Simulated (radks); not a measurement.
Ba2+, configuration [Kr] 4d10 5s2 5p5 7s1 (not the ground configuration). All-electron calculation, Dirac Kohn-Sham, PBE, spin-unpolarised, spherical densities, point nucleus; open shells fill j = l - 1/2 first. Program: a radial shooting solver on a logarithmic mesh with Libxc functionals.

Normalised radial functions P(r) = r R(r) (large component), r in bohr:

```
   r/bohr * 4d3/2, o 4d5/2, + 5s1/2 (the largest magnitude, 1.22, reaches the edge; | marks zero, & curves that meet)
 0.003796                             & +
 0.005228                             & +
 0.007199                             &  +
 0.009914                             &  +
  0.01354                             &  +
  0.01865                             &  +
  0.02569                             |&
  0.03537                            +|o*
  0.04871                          +  |  &
  0.06709                        +    |    o*
  0.09239                         +   |        o*
   0.1272                             +            o*
   0.1752                             |     +        &
   0.2413                             |      +   &
   0.3323                            &+
   0.4576            &      +         |
   0.6302  &                 +        |
   0.8678    &                        |   +
    1.195              o*             |                 +
    1.646                       o*    |                   +
    2.248                            &|           +
    3.096                             &   +
    4.264                             &+
    5.872                             &
    8.087                             &
    11.14                             &
    15.34                             &
    21.12                             &
```

4d3/2: eigenvalue -112.01 eV, 1 radial node at r = 0.322 bohr, <r> = 0.793 bohr, 90 % of the charge inside 1.20 bohr. 4d5/2: eigenvalue -109.39 eV, 1 radial node at r = 0.326 bohr, <r> = 0.803 bohr, 90 % of the charge inside 1.21 bohr. 5s1/2: eigenvalue -53.209 eV, 4 radial nodes at r = 0.0316, 0.125, 0.331, 0.797 bohr, <r> = 1.61 bohr, 90 % of the charge inside 2.30 bohr.
